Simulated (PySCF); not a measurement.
Compound: C₈H₉Cl.
Atom-mapped SMILES: `[CH2:1]=[CH:2]/[CH:3]=[C:4]1\[CH2:5][CH2:6]\[C:7]1=[CH:8]\[Cl:9]` (hydrogens: H10, H11 on C1; H12 on C2; H13 on C3; H14, H15 on C5; H16, H17 on C6; H18 on C8)

Geometry (GFN2-xTB, Å), atoms numbered from 1 in this order:
```
atom  x, y, z in Å
C1    -3.4186    0.3847    0.0192
C2    -2.2196   -0.1754   -0.1267
C3    -0.9841    0.5140    0.1376
C4     0.2204   -0.0527   -0.0109
C5     0.6785   -1.4246   -0.4471
C6     2.1347   -0.9517   -0.2454
C7     1.5891    0.3925    0.1776
C8     2.1988    1.5084    0.5617
Cl9    1.3537    2.9401    1.0030
H10   -4.3287   -0.1520   -0.1857
H11   -3.5262    1.4046    0.3505
H12   -2.1357   -1.2017   -0.4600
H13   -1.0563    1.5400    0.4705
H14    0.3678   -2.2351    0.2106
H15    0.4220   -1.6817   -1.4738
H16    2.7387   -0.9256   -1.1506
H17    2.6845   -1.4778    0.5330
H18    3.2721    1.6002    0.6249
```

Computed at PBE0/pcSseg-1 (PySCF, non-relativistic), with Q(35Cl) = −0.0817 b: Cl9, 35Cl (I = 3/2): χzz = -72.23 MHz, η = 0.142.

**Question.** Find the zero-field quadrupole resonance frequencies of 35Cl at Cl9.

**Answer.** From ν = (|χ|/2)√(1 + η²/3): ν = 36.24 MHz (vinyl chlorine). For 37Cl the ratio of quadrupole moments, 0.7881, gives 28.56 MHz.

**Question.** Apply the simplest Townes–Dailey estimate (no s hybridisation, no π bonding), ionic character = 1 − χzz/χ0, where χ0 is the coupling for one missing p electron along the bond: −109.74 MHz for 35Cl.

**Answer.** Cl9 on C8: 1 − (-72.23)/(-109.74) = 0.34. In this model a purely covalent bond gives χ0 and a free halide ion gives zero; s hybridisation or π bonding, where present, is counted here as ionic character.

In a crystal, neighbours and librations shift these lines. One conformer (not necessarily the lowest) at the GFN2-xTB geometry, without solvent, vibrations or thermal averaging. GFN2-xTB bond lengths can be off by several hundredths of an ångström, more for odd bonds, and the gradients follow them. A larger basis could move these couplings by a tenth or more.

The run behind these numbers computed NMR shieldings as well. Hardware: an x86-64 server with one thread, no GPU (shared host). Cost: 36 s wall.
